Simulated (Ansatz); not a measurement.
Reaction (isomerisation): `OCC1C[SiH2]1` → `C[SiH2]CC=O`

Gas-phase electronic energies from Ansatz, PBE0-D4/def2-TZVP geometries. CCSD(T)/CBS is the MP2 limit (def2-TZVPP, def2-QZVPP) plus CCSD(T) − MP2 in def2-TZVPP, frozen cores. Functionals use def2-TZVPP. Each species was taken in one conformer, which may not be the lowest.

| species | B2PLYP energy (Eh) |
| --- | --- |
| `OCC1C[SiH2]1` | -483.60083 |
| `C[SiH2]CC=O` | -483.65458 |

Problem. Work out ΔE.

Solution. ΔE = (-483.65458) − (-483.60083) = -0.05375 Eh = -141.1 kJ/mol. CCSD(T)/CBS gives -129.4 kJ/mol.

Largest T1 diagnostic among the species: 0.013.

At CCSD(T), def2-SVP lies −19.3 kJ/mol from the extrapolated value and def2-TZVPP −4.8 kJ/mol. Leaving LDA and LC-ωPBE aside and taking each functional with its dispersion term where it has one, the values, not all of them listed here, spread over 26.2 kJ/mol, from BLYP-D4 to HSE06-D4. LDA lies +27.8 kJ/mol from PBE without D4. In def2-TZVPP, CCSD(T) changes the Hartree–Fock value by +32.7 kJ/mol (the triples alone add +2.0 kJ/mol) and MP2 by +39.5 kJ/mol.
